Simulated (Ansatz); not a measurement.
Reaction (cleavage of the B–Si bond): `B[SiH2][CH2][InH2]` + `BS` → `BSB` + `[SiH3][CH2][InH2]`

Gas-phase electronic energies from Ansatz, PBE0-D4/def2-TZVP geometries. CBS: MP2 limit from def2 TZ/QZ plus the TZ coupled-cluster correction, frozen cores. This one scheme is used for every species. DFT in def2-TZVPP. B3LYP here is the variant with VWN-RPA as its local correlation; programs differ in this. def2 core potentials past Kr. For In outer-core shells are correlated without core-valence functions, which leaves a few kJ/mol of doubt a bond. One conformer a species, not always the lowest.

(1) Is it downhill or uphill in electronic energy at CCSD(T)/CBS, and by how much? (Estimate.)

(2) What do these levels give: r2SCAN-D4, PBE0-D4, B3LYP-D4, ωB97X-V, B2PLYP, PBE0, MP2/def2-TZVPP, SCS-MP2/def2-TZVPP, HF/def2-QZVPP, MP2/def2-QZVPP, SCS-MP2/def2-QZVPP, HF/CBS(def2)? (Best estimate.)

Largest T1 diagnostic among the species: 0.015.

## Answers

(1) Ansatz gave: Downhill: ΔE = -88.3 kJ/mol.

(2) The calculation gave: r2SCAN-D4 -87.5, PBE0-D4 -86.7, B3LYP-D4 -90.9, ωB97X-V -88.9, B2PLYP -96.6, PBE0 -88.7, MP2/def2-TZVPP -99.6, SCS-MP2/def2-TZVPP -98.7, HF/def2-QZVPP -103.8, MP2/def2-QZVPP -98.7, SCS-MP2/def2-QZVPP -98.0, HF/CBS(def2) -103.9 kJ/mol.

From PBE to PBE0 (25 % exact exchange), in def2-TZVPP and without D4, ΔE moves by −3.2 kJ/mol. In def2-TZVPP, CCSD(T) changes the Hartree–Fock value by +13.3 kJ/mol (the triples alone add +0.1 kJ/mol) and MP2 by +3.8 kJ/mol.
